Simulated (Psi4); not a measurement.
C$_{4}$H$_{5}$ (SMILES [C]1=CCC1), doublet (typed; the unrestricted solution is spin-contaminated), at a GFN2-xTB geometry; Psi4 1.11 with HF/6-311++G**.

Input for Psi4:
```
memory 2 GB

molecule mol {
0 2
C    -0.022051   -0.684734    0.841151
C    -0.008266    0.634910    0.883504
C     0.002013   -0.841773   -0.653042
C     0.018743    0.708253   -0.634532
H    -0.012904    1.395506    1.636918
H    -0.886901   -1.293610   -1.086114
H     0.895190   -1.313212   -1.055354
H     0.928429    1.145819   -1.043477
H    -0.866448    1.165562   -1.074458
}

set {
  basis 6-311++g**
  reference uhf
  s_orthogonalization symmetric
}

energy('scf')
print_variables()
```

The log (banner, timings and long lists left out):

```
   => Loading Basis Set <=

    Name: 6-311++G**
    Role: ORBITAL
    Keyword: BASIS

         ---------------------------------------------------------
                                   SCF
               by Justin Turney, Rob Parrish, Andy Simmonett
                          and Daniel G. A. Smith
                              UHF Reference
         ---------------------------------------------------------

  ==> Geometry <==

    Molecular point group: c1
    Full point group: C1

    Geometry (in Angstrom), charge = 0, multiplicity = 2:

       Center              X                  Y                   Z               Mass
    ------------   -----------------  -----------------  -----------------  -----------------
         C           -0.020977884464    -0.664155701384     0.792093517199    12.000000000000
         C           -0.007192884464     0.655488298616     0.834446517199    12.000000000000
         C            0.003086115536    -0.821194701384    -0.702099482801    12.000000000000
         C            0.019816115536     0.728831298616    -0.683589482801    12.000000000000
         H           -0.011830884464     1.416084298616     1.587860517199     1.007825032230
         H           -0.885827884464    -1.273031701384    -1.135171482801     1.007825032230
         H            0.896263115536    -1.292633701384    -1.104411482801     1.007825032230
         H            0.929502115536     1.166397298616    -1.092534482801     1.007825032230
         H           -0.865374884464     1.186140298616    -1.123515482801     1.007825032230

  Running in c1 symmetry.

  Rotational constants: A =      0.50491  B =      0.41047  C =      0.24788 [cm^-1]
  Rotational constants: A =  15136.80820  B =  12305.55718  C =   7431.34498 [MHz]
  Nuclear repulsion =  106.576410798665762

  Charge       = 0
  Multiplicity = 2
  Electrons    = 29
  Nalpha       = 15
  Nbeta        = 14

  ==> Algorithm <==

  SCF Algorithm Type is DF.
  DIIS enabled.
  MOM disabled.
  Fractional occupation disabled.
  Guess Type is SAD.
  Energy threshold   = 1.00e-06
  Density threshold  = 1.00e-06
  Integral threshold = 1.00e-12

  ==> Primary Basis <==

  Basis Set: 6-311++G**
    Blend: 6-311++G**
    Number of shells: 65
    Number of basis functions: 123
    Number of Cartesian functions: 127
    Spherical Harmonics?: true
    Max angular momentum: 2

   => Loading Basis Set <=

    Name: (6-311++G** AUX)
    Role: JKFIT
    Keyword: DF_BASIS_SCF

  ==> Integral Setup <==

  SCF_SUBTYPE=INCORE selected. In-core MEM_DF algorithm will be used.
  Using in-core AOs.

  ==> MemDFJK: Density-Fitted J/K Matrices <==

    J tasked:                   Yes
    K tasked:                   Yes
    wK tasked:                   No
    Algorithm:                 Core
    Schwarz Cutoff:           1E-12
    Mask sparsity (%):       0.0397
    Fitting Condition:        1E-10

   => Auxiliary Basis Set <=

  Basis Set: (6-311++G** AUX)
    Blend: AUG-CC-PVTZ-JKFIT
    Number of shells: 190
    Number of basis functions: 646
    Number of Cartesian functions: 799
    Spherical Harmonics?: true
    Max angular momentum: 4

    Using symmetric orthogonalization.
  Minimum eigenvalue in the overlap matrix is 8.3816295712E-06.
  Reciprocal condition number of the overlap matrix is 6.6390638121E-07.

  ==> Pre-Iterations <==

  SCF Guess: Superposition of Atomic Densities via on-the-fly atomic UHF (no occupation information).

   -------------------------
    Irrep   Nso     Nmo
   -------------------------
     A        123     123
   -------------------------
    Total     123     123
   -------------------------

  ==> Iterations <==

                           Total Energy        Delta E     RMS |[F,P]|

   @DF-UHF iter SAD:  -153.82595279986393   -1.53826e+02   0.00000e+00
   @DF-UHF iter   1:  -154.14034572638943   -3.14393e-01   3.90078e-03 DIIS/ADIIS
   @DF-UHF iter   2:  -154.25453990771882   -1.14194e-01   1.90700e-03 DIIS/ADIIS
   @DF-UHF iter   3:  -154.28327051532281   -2.87306e-02   3.93504e-04 DIIS/ADIIS
   @DF-UHF iter   4:  -154.28617777237233   -2.90726e-03   1.47443e-04 DIIS/ADIIS
   @DF-UHF iter   5:  -154.28674389348288   -5.66121e-04   1.04926e-04 DIIS/ADIIS
   @DF-UHF iter   6:  -154.28725597656916   -5.12083e-04   8.90512e-05 DIIS
   @DF-UHF iter   7:  -154.28787087619384   -6.14900e-04   8.04618e-05 DIIS
   @DF-UHF iter   8:  -154.28860718901367   -7.36313e-04   7.05777e-05 DIIS
   @DF-UHF iter   9:  -154.28984984323171   -1.24265e-03   3.26734e-05 DIIS
   @DF-UHF iter  10:  -154.28997409137176   -1.24248e-04   9.68949e-06 DIIS
   @DF-UHF iter  11:  -154.28997944994785   -5.35858e-06   4.77094e-06 DIIS
   @DF-UHF iter  12:  -154.28998019710846   -7.47161e-07   2.29530e-06 DIIS
   @DF-UHF iter  13:  -154.28998038993404   -1.92826e-07   9.54327e-07 DIIS
  Energy and wave function converged.

  ==> Post-Iterations <==

   @Spin Contamination Metric:   1.842249545E-01
   @S^2 Expected:                7.500000000E-01
   @S^2 Observed:                9.342249545E-01
   @S   Expected:                5.000000000E-01
   @S   Observed:                5.000000000E-01

    Orbital Energies [Eh]
    ---------------------

    Alpha Occupied:

[...]
    Alpha Virtual:

[...]
    Beta Occupied:

[...]
    Beta Virtual:

[...]
     123A     25.536681

    Final Occupation by Irrep:
              A
    DOCC [    14 ]
    SOCC [     1 ]
    NA   [    15 ]
    NB   [    14 ]

  @DF-UHF Final Energy:  -154.28998038993404

   => Energetics <=

    Nuclear Repulsion Energy =            106.5764107986657621
    One-Electron Energy =                -417.9037312154895858
    Two-Electron Energy =                 157.0373400268897512
    Total Energy =                       -154.2899803899340441

  UHF NO Occupations:
  HONO-2 :   13  A 1.9975926
  HONO-1 :   14  A 1.9084236
  HONO-0 :   15  A 1.0000000
  LUNO+0 :   16  A 0.0915764
  LUNO+1 :   17  A 0.0024074
  LUNO+2 :   18  A 0.0012199
  LUNO+3 :   19  A 0.0004569

Computation Completed

Properties will be evaluated at   0.000000,   0.000000,   0.000000 [a0]

Properties computed using the SCF density matrix

 Multipole Moments:

 ------------------------------------------------------------------------------------
     Multipole            Electronic (a.u.)      Nuclear  (a.u.)        Total (a.u.)
 ------------------------------------------------------------------------------------

 L = 1.  Multiply by 2.5417464519 to convert [e a0] to [Debye]
 Dipole X            :         -0.0496155            0.0588089            0.0091934
 Dipole Y            :         -0.8637377            1.1277350            0.2639973
 Dipole Z            :          2.3240845           -2.6884491           -0.3643646
 Magnitude           :                                                    0.4500452

 ------------------------------------------------------------------------------------

  Variable Map:
  ----------------------------------------------------------------------------
[...]
  Array Variable Map:
  ----------------------------------------------------------------------------
[...]
[...]
```
